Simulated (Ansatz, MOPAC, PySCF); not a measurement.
Species: SiHCl$_{2}$, charge 0, multiplicity 2. SMILES: Cl[SiH]Cl
Geometry: optimised at B3LYP-D3(BJ)/def2-TZVP (Ansatz, an electronic-structure program).

Quantity: vertical electron affinity to the singlet, in eV. Conventions: each state is the SCF solution reached for its charge and spin; UHF or UKS for open shells; spin-orbit terms left out; valence correlation only; six Cartesian d functions in 6-31G* and its kin unless marked 5d; non-relativistic; dispersion terms only where a functional's name holds one; PM7 with its own dispersion and hydrogen-bond terms. CBS(X,Y): correlation extrapolated as X^-3; Hartree-Fock from the larger set. The bracket is a focal-point correction in the basis named. Ab initio and DFT rows: single points at B3LYP-D3(BJ) geometries (Ansatz). Semi-empirical rows: differences of heats of formation at the shared geometry for vertical values. Sets without +, aug- or the D of def2-TZVPD hold no diffuse functions, which anions need.

Coupled cluster (Ansatz) is a level with limits of its own, used here on species with T1 under 0.025 (0.045 for open shells) and stable references: RI-MP2/CBS(aug-cc-pV(T+d)Z,aug-cc-pV(Q+d)Z)+[CCSD(T)-MP2]/aug-cc-pV(T+d)Z.

Value to compare with, RI-MP2/CBS(aug-cc-pV(T+d)Z,aug-cc-pV(Q+d)Z)+[CCSD(T)-MP2]/aug-cc-pV(T+d)Z (Ansatz): 1.61 eV.

```json
[
 {"level": "PM3", "program": "MOPAC", "vertical electron affinity to the singlet (eV)": "2.47", "difference": "0.86"},
 {"level": "PM7", "program": "MOPAC", "vertical electron affinity to the singlet (eV)": "3.08", "difference": "1.47"},
 {"level": "HF/6-31G*", "program": "Ansatz", "vertical electron affinity to the singlet (eV)": "0.43", "difference": "-1.18"},
 {"level": "PBE/6-31G*", "program": "Ansatz", "vertical electron affinity to the singlet (eV)": "1.19", "difference": "-0.42"},
 {"level": "B3LYP/STO-3G", "program": "Ansatz", "vertical electron affinity to the singlet (eV)": "-1.89", "difference": "-3.50"},
 {"level": "B3LYP/6-31G*", "program": "Ansatz", "vertical electron affinity to the singlet (eV)": "1.31", "difference": "-0.30"},
 {"level": "M06-2X/6-31G* (5d)", "program": "PySCF", "vertical electron affinity to the singlet (eV)": "1.36", "difference": "-0.25"},
 {"level": "PBE/def2-TZVPD", "program": "Ansatz", "vertical electron affinity to the singlet (eV)": "1.41", "difference": "-0.20"},
 {"level": "B3LYP/def2-TZVPD", "program": "Ansatz", "vertical electron affinity to the singlet (eV)": "1.51", "difference": "-0.10"},
 {"level": "wB97X-V/def2-TZVPD", "program": "Ansatz", "vertical electron affinity to the singlet (eV)": "1.48", "difference": "-0.13"}
]
```

Among the 7 habitual levels, B3LYP/STO-3G lies farthest from RI-MP2/CBS(aug-cc-pV(T+d)Z,aug-cc-pV(Q+d)Z)+[CCSD(T)-MP2]/aug-cc-pV(T+d)Z (Ansatz) (-3.50 eV); 2 of 7 lie above it, and their mean absolute difference is 1.14 eV, the median 0.86. One case shows no general order.

The levels are drawn from those run, B3LYP/6-31G* more often than the rest, none by its result; left out are runs that failed, that the program found above a lower state of the same kind, or whose <S^2> lies over 0.5 above the pure value.
